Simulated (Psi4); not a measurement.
Pair of molecules, SMILES CF with SMILES CC#N (the first has 5 atoms); geometry from B3LYP-D3(BJ)/def2-TZVP, rigid monomers moved along the line of their centres of mass till F2···H9 is 2.76 Å.
(charge 0, multiplicity 1):
| atom | x (Å) | y (Å) | z (Å) |
|---|---|---|---|
| C | 0.3729 | 0.5925 | -0.1777 |
| F | 1.1632 | -0.2915 | 0.5656 |
| H | -0.1778 | 1.2259 | 0.5152 |
| H | 1.0306 | 1.1901 | -0.8090 |
| H | -0.3111 | 0.0062 | -0.7914 |
| C | 0.9952 | -0.2804 | 4.1618 |
| C | 0.0837 | 0.7799 | 3.7651 |
| N | -0.6353 | 1.6154 | 3.4385 |
| H | 1.3429 | -0.8049 | 3.2724 |
| H | 1.8530 | 0.1401 | 4.6871 |
| H | 0.4879 | -0.9841 | 4.8223 |

The numbers are results of Psi4 with SAPT0/jun-cc-pV(D+d)Z, not measurements.

Task: Which attractive term is largest, and how does the interaction split up?

Result: electrostatics -3.07, exchange 0.99, induction -0.37, dispersion -0.86, total -3.32 kcal/mol; the largest attraction is electrostatics.
